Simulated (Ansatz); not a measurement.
F₅Sb, charge +1, doublet, geometry from GFN2-xTB (a state made from the parent by changing its charge; the spin is typed, not shown lowest) (all electrons, no relativity); PBE0/STO-3G (Ansatz, a quantum-chemistry and plane-wave program).

Here is a job for Ansatz.
Ansatz 0.2 input:
```yaml
crystal:
  periodic: [false, false, false]
  atoms:
    - {symbol: Sb, position_ang: [0.00964327, -0.00302559, -0.01423230]}
    - {symbol: F, position_ang: [1.00392385, -0.64141033, 1.57706820]}
    - {symbol: F, position_ang: [-1.57346652, 0.90042129, -0.79329390]}
    - {symbol: F, position_ang: [0.60238923, 1.82142470, 0.48519056]}
    - {symbol: F, position_ang: [1.08525452, -0.50053220, -1.48642043]}
    - {symbol: F, position_ang: [-1.17274624, -1.56275844, 0.29810525]}
basis:
  gaussian:
    orbitals: STO-3G
hamiltonian:
  xc: pbe0
total_charge: 1
magnetization: {spin_polarized: true, initial_magnetization: 1}
```

The log (banner, timings and long lists left out):

```
Functional definition: PBE0
649 factors; integrals over basis functions are off by at most 3.7e-5 eV
mean field evaluation 1: about -183517.1873 eV, gradient 2.1e1 eV
mean field evaluation 2: about -183518.3653 eV, gradient 2.2e1 eV
mean field evaluation 4: about -183521.3401 eV, gradient 9.7e0 eV
mean field evaluation 8: about -183522.1584 eV, gradient 4.2e-1 eV
mean field evaluation 16: about -183522.1599 eV, gradient 1.4e-2 eV
mean field evaluation 32: about -183522.1601 eV, gradient 9.9e-4 eV
mean field evaluation 64: about -183522.0690 eV, gradient 2.6e0 eV
mean field -183522.16006883 eV, -6744.3149867415 hartree, gradient 1.6e-6 eV, S^2 0.755187; 5 other end points of the search recorded, 0 dependent functions left out
reference -183522.16007721 eV, -6744.3149870495 hartree; 48, 47 occupied and 4, 5 virtual orbitals, 649 factors
Total energy: -183522.16007721 eV, -6744.3149870495 hartree
```
